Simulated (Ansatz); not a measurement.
`[GeH3][NH][GeH3]` → `[NH2][GeH3]` + `[GeH2]` at 400 K and 1 bar (germylene loss).

Calculated with Ansatz (gas phase, PBE0-D4/def2-TZVP geometries, no zero-point term in ΔE). CBS: MP2 limit from def2 TZ/QZ plus the TZ coupled-cluster correction, frozen cores. For Ge outer-core shells are correlated without core-valence functions, which leaves a few kJ/mol of doubt a bond. Scalar relativity is left out up to krypton.

| species | CCSD(T)/CBS energy (Eh) | H − E (kJ/mol) | S (J/(mol·K)) |
| --- | --- | --- | --- |
| `[GeH3][NH][GeH3]` | -4211.13400 | 195.5 | 385.1 |
| `[NH2][GeH3]` | -2133.81884 | 149.5 | 296.9 |
| `[GeH2]` | -2077.24753 | 42.4 | 231.0 |

H − E and S are ideal-gas, rigid-rotor, harmonic terms from PBE0-D4/def2-TZVP. 1 Eh = 2625.50 kJ/mol, R = 8.31446 J/(mol·K).

Q: By hand: ΔE, ΔH, ΔS and ΔG.

A: ΔE = (-2133.81884) + (-2077.24753) − (-4211.13400) = 0.06763 Eh = 177.6 kJ/mol. Δ(H − E) = 149.5 + 42.4 − 195.5 = -3.6, so ΔH = 174.0 kJ/mol. ΔS = 296.9 + 231.0 − 385.1 = 142.8 J/(mol·K). ΔG = 174.0 − 400 × (142.8)/1000 = 116.9 kJ/mol.

Q: By hand: the equilibrium constant, and the temperature at which ΔG would vanish if ΔH and ΔS stayed fixed.

A: log₁₀ K = −ΔG/(RT ln 10) = -15.3. ΔG = 0 at ΔH/ΔS = 1218 K.

The number of gas molecules changes by +1, which sets the sign of ΔS. A doubt of 5 kJ/mol in ΔE shifts log₁₀ K by 0.7 here. These are equilibria of isolated gas molecules and say nothing of rates. Largest T1 diagnostic: 0.012 (customary marks: 0.02 for closed shells, 0.045 for open ones).
